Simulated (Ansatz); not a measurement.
Harmonic frequencies (cm⁻¹) at PBE0-D4/def2-TZVP from Ansatz: 89, 138, 161, 179, 387, 530, 554, 566, 621, 667, 869, 1564, 2011, 3542, 3640.

Each molecule was computed in one conformer, which needn't be the lowest.

Task: Which molecule is it?
A. `N#[C][Sn]([F])([Cl])[Cl]`
B. `[F][SnH]([Cl])[GeH3]`
C. `O=C=[N][SnH2][F]`
D. `[NH2][SnH]([F])[Cl]`

Result: D.
